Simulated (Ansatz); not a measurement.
Two structures of SiNH$_{3}$BrCl, closed shell, reached by relaxing down either side of one saddle point (PBE0-D4/def2-TZVP). Energies are electronic, without zero-point energy. Computed with Ansatz 0.2.0 (basis: def2-TZVPP and def2-QZVPP); correlated methods freeze the cores. Filled d shells of the heavier atoms are correlated. The def2 sets are not built for correlating such inner shells, so the correlated values are less sure here. Extrapolation: Hartree–Fock as exp(−7.88 √X), correlation as X^−2.97. First:

```
7
angstrom
Si -0.4078 -0.2395 -0.3592
Br 0.3718 0.2062 -2.3761
N 0.4852 0.6832 0.7428
H 1.4838 0.7740 0.6465
H -1.8367 0.1046 -0.2655
Cl -0.2878 -2.2749 -0.0932
H 0.1914 0.7463 1.7049
```

Second:

```
atom    x (Å)    y (Å)    z (Å)
 Si1  -0.9218  -0.5267   0.3871
 Br2   2.3416   0.4999  -1.6487
  N3   0.1715   0.6410   0.3598
  H4   1.1126   0.6204  -0.4780
  H5  -2.0743  -0.6415   1.2958
 Cl6  -0.8013  -2.0276  -0.9011
  H7   0.1716   1.4343   0.9853
```

Q: Which bonds change from the first to the second?

A: SiNH₃BrCl ([NH2][SiH]([Cl])[Br]) → SiNH₂Cl ([NH][SiH][Cl]) + HBr; bonds formed: Br2–H4; bonds broken: Si1–Br2, N3–H4.

Q: Give the saddle point's structure and its height above each. (To be estimated.)

A: The calculation gives: 73.91 kcal/mol above the first and 0.80 kcal/mol above the second (CCSD(T) at an estimated basis limit (MP2 extrapolated from triple and quadruple zeta, plus CCSD(T) − MP2 in triple zeta)).
Si1  (-0.822, -0.495, 0.281)
Br2  (1.810, 0.516, -1.959)
N3  (0.374, 0.531, 0.629)
H4  (1.142, 0.595, -0.207)
H5  (-2.190, -0.339, 0.795)
Cl6  (-0.564, -2.164, -0.738)
H7  (0.250, 1.357, 1.199)
(Å)

No T1 diagnostic of these runs exceeds 0.014.

Labels in which every atom is bracketed show which atoms are joined, not bond orders.

For scale, one of the runs: CCSD(T)/def2-TZVPP, 205 basis functions, launched by `ansatz run in.yaml --threads 4 --pin off --events-out ev --progress --plain --max-ram 9574MiB`. Time: 81 s of wall clock on 4 CPU threads of an Arm Neoverse V2; the host was shared. Peak host memory: 2.6 GiB.
